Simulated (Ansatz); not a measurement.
```yaml
crystal:
  periodic: [false, false, false]
  atoms:
    - {symbol: F, position_ang: [2.151445, 5.176807, -1.292077]}
    - {symbol: P, position_ang: [3.031291, 3.807961, -1.221883]}
    - {symbol: F, position_ang: [3.862142, 4.191914, -2.568260]}
    - {symbol: F, position_ang: [1.874014, 3.030275, -2.165873]}
    - {symbol: F, position_ang: [4.147705, 4.494994, -0.256114]}
    - {symbol: F, position_ang: [3.865666, 2.347748, -1.134317]}
    - {symbol: F, position_ang: [2.162049, 3.332000, 0.141381]}
    - {symbol: C, position_ang: [-6.020220, -2.389272, 2.647504]}
    - {symbol: C, position_ang: [-5.685951, -1.283701, 3.445489]}
    - {symbol: C, position_ang: [-5.196103, -0.109099, 2.852766]}
    - {symbol: C, position_ang: [-5.046031, -0.044650, 1.454821]}
    - {symbol: S, position_ang: [-4.481794, 1.473686, 0.693343]}
    - {symbol: C, position_ang: [-2.770395, 1.141324, 0.369822]}
    - {symbol: C, position_ang: [-2.090580, -0.006947, 0.833686]}
    - {symbol: C, position_ang: [-0.734098, -0.183836, 0.542202]}
    - {symbol: C, position_ang: [-0.062324, 0.786910, -0.218145]}
    - {symbol: S, position_ang: [1.665396, 0.718024, -0.649822]}
    - {symbol: C, position_ang: [1.782601, -0.385305, -2.058449]}
    - {symbol: C, position_ang: [2.856082, -0.085136, -2.916126]}
    - {symbol: C, position_ang: [3.029807, -0.875208, -4.061549]}
    - {symbol: C, position_ang: [2.137332, -1.922201, -4.343500]}
    - {symbol: C, position_ang: [1.055576, -2.185606, -3.486319]}
    - {symbol: C, position_ang: [0.865283, -1.411415, -2.332297]}
    - {symbol: C, position_ang: [2.459286, -0.160670, 0.695993]}
    - {symbol: C, position_ang: [3.073990, 0.687265, 1.634721]}
    - {symbol: C, position_ang: [3.740782, 0.100832, 2.719947]}
    - {symbol: C, position_ang: [3.801911, -1.296646, 2.844593]}
    - {symbol: C, position_ang: [3.202570, -2.124051, 1.880061]}
    - {symbol: C, position_ang: [2.526066, -1.559543, 0.788712]}
    - {symbol: C, position_ang: [-0.713321, 1.955206, -0.662179]}
    - {symbol: C, position_ang: [-2.068720, 2.120317, -0.372349]}
    - {symbol: C, position_ang: [-5.391298, -1.149112, 0.651053]}
    - {symbol: C, position_ang: [-5.871086, -2.321756, 1.251989]}
    - {symbol: H, position_ang: [-6.404827, -3.308531, 3.115006]}
    - {symbol: H, position_ang: [-5.806072, -1.333477, 4.538630]}
    - {symbol: H, position_ang: [-4.926634, 0.763020, 3.467131]}
    - {symbol: H, position_ang: [-2.622298, -0.759178, 1.432905]}
    - {symbol: H, position_ang: [-0.200353, -1.064245, 0.929784]}
    - {symbol: H, position_ang: [3.517314, 0.764546, -2.682233]}
    - {symbol: H, position_ang: [3.861852, -0.655997, -4.747173]}
    - {symbol: H, position_ang: [2.276266, -2.531456, -5.249400]}
    - {symbol: H, position_ang: [0.347501, -2.994632, -3.720983]}
    - {symbol: H, position_ang: [0.006034, -1.589553, -1.669345]}
    - {symbol: H, position_ang: [3.033999, 1.778472, 1.489293]}
    - {symbol: H, position_ang: [4.231023, 0.745972, 3.464167]}
    - {symbol: H, position_ang: [4.336189, -1.748111, 3.694210]}
    - {symbol: H, position_ang: [3.268859, -3.218658, 1.971026]}
    - {symbol: H, position_ang: [2.078502, -2.197509, 0.012636]}
    - {symbol: H, position_ang: [-0.144748, 2.716707, -1.219039]}
    - {symbol: H, position_ang: [-2.589871, 3.026058, -0.718163]}
    - {symbol: H, position_ang: [-5.281593, -1.079213, -0.441637]}
    - {symbol: H, position_ang: [-6.140215, -3.185314, 0.624352]}
basis:
  gaussian: {orbitals: STO-3G, fitting: {mean_field: def2-universal-jkfit}}
total_charge: 1
magnetization: {spin_polarized: true, initial_magnetization: 1}
hamiltonian: {xc: {name: r2SCAN0}}
output: {forces: true}
```

```sh
$ ansatz run in.yaml --threads 2 --pin off --events-out ev --progress --plain --max-ram 32768MiB --backend cuda --devices 0, --max-vram 18GiB
```

Output, abridged:

```
Functional definition: r2SCAN0
2988 factors; integrals over basis functions are off by at most 8.7e-3 eV
mean field evaluation 1: about -71529.0388 eV, gradient 3.6e1 eV
mean field evaluation 2: about -71312.1662 eV, gradient 1.1e2 eV
mean field evaluation 4: about -71538.1094 eV, gradient 7.0e0 eV
mean field evaluation 8: about -71539.9005 eV, gradient 6.3e0 eV
mean field evaluation 16: about -71540.5014 eV, gradient 9.4e-2 eV
mean field evaluation 32: about -71538.5070 eV, gradient 9.6e0 eV
mean field evaluation 64: about -71540.4954 eV, gradient 7.0e-2 eV
mean field evaluation 96: about -71540.4973 eV, gradient 5.2e-2 eV
mean field -71540.50560353 eV, -2629.0650890334 hartree, gradient 5.8e-6 eV, S^2 0.753408; 8 other end points of the search recorded, 0 dependent functions left out
reference -71540.50561746 eV, -2629.0650895453 hartree; 132, 131 occupied and 64, 65 virtual orbitals, 2988 factors
Total energy: -71540.50561746 eV, -2629.0650895453 hartree
Atom 0 force    -0.817706     1.327702    -0.028367 eV/Å
Atom 1 force    -0.607505    -1.391543     0.246489 eV/Å
Atom 2 force     0.763782     0.405678    -1.320434 eV/Å
Atom 3 force    -0.401169    -0.173759    -0.247777 eV/Å
Atom 4 force     1.125704     0.671678     0.927679 eV/Å
Atom 5 force     0.236839    -0.404945    -0.042816 eV/Å
Atom 6 force    -0.177584    -0.132729     0.413694 eV/Å
Atom 7 force    -0.012726    -0.017262    -0.009860 eV/Å
Atom 8 force     0.015107     0.055406     0.077976 eV/Å
Atom 9 force    -0.018273    -0.020150    -0.047339 eV/Å
Atom 10 force     0.085515    -0.383814     0.168077 eV/Å
Atom 11 force     0.216489     0.266681    -0.161176 eV/Å
Atom 12 force    -0.471629    -0.118173     0.127790 eV/Å
Atom 13 force     0.220388    -0.091776    -0.014463 eV/Å
Atom 14 force     0.109920    -0.124746     0.064018 eV/Å
Atom 15 force    -1.202115     0.250268     0.230398 eV/Å
Atom 16 force     0.335819     0.396516    -0.112331 eV/Å
Atom 17 force     0.167670    -0.553399    -1.029374 eV/Å
Atom 18 force    -0.206401    -0.221684    -0.004207 eV/Å
Atom 19 force     0.151593     0.118415    -0.084022 eV/Å
Atom 20 force    -0.028553    -0.039721    -0.010231 eV/Å
Atom 21 force    -0.030047    -0.021005    -0.016092 eV/Å
Atom 22 force    -0.012397     0.098718     0.163770 eV/Å
Atom 23 force     0.609757    -0.393135     0.928849 eV/Å
Atom 24 force    -0.029144    -0.306741     0.004180 eV/Å
Atom 25 force     0.088198     0.179276     0.075295 eV/Å
Atom 26 force     0.007137    -0.043745     0.006788 eV/Å
Atom 27 force     0.011655    -0.034939    -0.003544 eV/Å
Atom 28 force    -0.105189     0.083890    -0.135579 eV/Å
Atom 29 force    -0.201431    -0.161123     0.100922 eV/Å
Atom 30 force     0.222032     0.290971    -0.185592 eV/Å
Atom 31 force     0.047874     0.023969     0.042773 eV/Å
Atom 32 force    -0.046838    -0.036280    -0.076726 eV/Å
Atom 33 force     0.127167     0.298168    -0.151930 eV/Å
Atom 34 force     0.039792     0.009314    -0.365154 eV/Å
Atom 35 force    -0.117829    -0.300971    -0.120342 eV/Å
Atom 36 force     0.131160     0.195727    -0.173311 eV/Å
Atom 37 force    -0.143536     0.218796    -0.128312 eV/Å
Atom 38 force    -0.090363    -0.205686    -0.003488 eV/Å
Atom 39 force    -0.235652    -0.088190     0.186698 eV/Å
Atom 40 force    -0.032102     0.177906     0.262996 eV/Å
Atom 41 force     0.214902     0.248075     0.081155 eV/Å
Atom 42 force     0.253345     0.011663    -0.186606 eV/Å
Atom 43 force    -0.053571    -0.210247     0.054167 eV/Å
Atom 44 force    -0.140862    -0.204356    -0.192514 eV/Å
Atom 45 force    -0.159017     0.138056    -0.239420 eV/Å
Atom 46 force    -0.025802     0.331356    -0.034797 eV/Å
Atom 47 force     0.107449     0.160266     0.238932 eV/Å
Atom 48 force    -0.093612    -0.185522     0.045441 eV/Å
Atom 49 force     0.140524    -0.281663     0.121775 eV/Å
Atom 50 force    -0.055906    -0.099651     0.333756 eV/Å
Atom 51 force     0.087143     0.288462     0.222188 eV/Å
Dipole moment:    -0.364876    -1.448357     0.227777 e Å
```

It took 82 s on 2 threads of AMD EPYC 7R13 on a shared host and a share (18 GiB) of an NVIDIA H100 80GB HBM3, peak host memory 2.1 GiB.

The dipole of an ion depends on the origin.
